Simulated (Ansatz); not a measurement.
The cluster BiF3. Total charge 0; triplet. Geometry PBE-D4/def2-TZVP; atoms count from 1.

```xyz
4

Bi   -0.0508    0.7417    0.5865
F    -2.0701    0.4112    0.4530
F     0.1515   -0.9406   -0.7501
F     1.9693   -0.2124   -0.2894
```

In the def2 sets Bi takes a core potential; there is no spin–orbit coupling. At PBE0-D4/def2-TZVP a singlet of charge 0 lies 4.31 eV below the triplet, each at its own geometry. The structure comes from a short search, and lower isomers may exist.

Problem. Estimate the Mulliken populations from the PBE0/def2-TZVP orbitals of Ansatz.

Solution. 
| atom | charge (e) | spin (α − β) |
| --- | --- | --- |
| Bi1 | 1.03 | 0.94 |
| F2 | -0.49 | 0.02 |
| F3 | -0.31 | 0.39 |
| F4 | -0.22 | 0.64 |
Mulliken values and Mayer orders depend strongly on the basis.

Problem. Where does the spin sit?

Solution. Summed by element: Bi 0.94, F 1.06, of 2 unpaired in all. Largest on single atoms: Bi1 0.94, F4 0.64, F3 0.39.

Problem. And the Mayer bond orders between bonded heavy atoms (over 0.3)?

Solution. Bi1–F2 0.81 (2.05 Å); Bi1–F3 0.52 (2.16 Å). Values over 0.3 also appear between atoms too far apart for a bond (F3–F4 0.41 at 2.01 Å); they arise where an orbital or an unpaired electron spreads over both atoms.
